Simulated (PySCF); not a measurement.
C2H6SZn (SMILES C[CH2][Zn][SH]), singlet, at a GFN2-xTB geometry (such geometries of metal compounds can be far from the true shape), atoms displaced at random by about 0.08 Å a coordinate.

Here is a job for PySCF.
```python
from pyscf import gto, scf, dft

mol = gto.M(
    atom='''
Zn   -0.540224   -0.187525    0.149796
C     0.313648   -1.808545   -0.748338
C     1.384966   -1.223603   -1.697143
H    -0.601982   -2.286346   -1.447560
H     0.747999   -2.523994   -0.064905
H     2.208055   -0.743666   -1.211392
H     0.864697   -0.494507   -2.568035
H     1.900636   -2.053663   -2.255994
S    -0.043303    2.014084    0.867171
H    -1.151443    2.105039    1.685870
''',
    basis='6-31g',
    charge=0,
    spin=0,
    verbose=4,
)

mf = dft.RKS(mol)
mf.xc = 'pbe'
mf.kernel()
g = mf.nuc_grad_method()
grad = g.kernel()
```

Q: What number of basis functions does PBE/6-31G, gradient in PySCF give?

A: 70

Q: Give the total energy at the level PBE/6-31G, gradient.

A: -2256.445063 Ha

Q: Give the Mulliken (on the basis functions themselves) charges in atom order at the level PBE/6-31G, gradient.

A: Zn1 0.45, C2 -0.50, C3 -0.45, H4 0.14, H5 0.18, H6 0.18, H7 0.14, H8 0.16, S9 -0.35, H10 0.05

Q: Roughly what does it cost on one core?

A: about 11 core-seconds (a rough figure).
